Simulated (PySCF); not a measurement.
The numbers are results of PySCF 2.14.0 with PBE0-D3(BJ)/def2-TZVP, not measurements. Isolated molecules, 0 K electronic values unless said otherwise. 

Reference species (SMILES): `C[SiH]1CC1` (neutral, multiplicity 1).

| Quantity | Result |
|---|---|
| HOMO–LUMO gap | 7.53 eV |
| HOMO | -6.65 eV |

Changed species: `C=[Si](C)C`.

Task: What does the change do to the HOMO–LUMO gap and HOMO?

Result: the HOMO–LUMO gap drops by 1.72 eV, to 5.81 eV; the HOMO rises by 0.74 eV, to -5.91 eV.
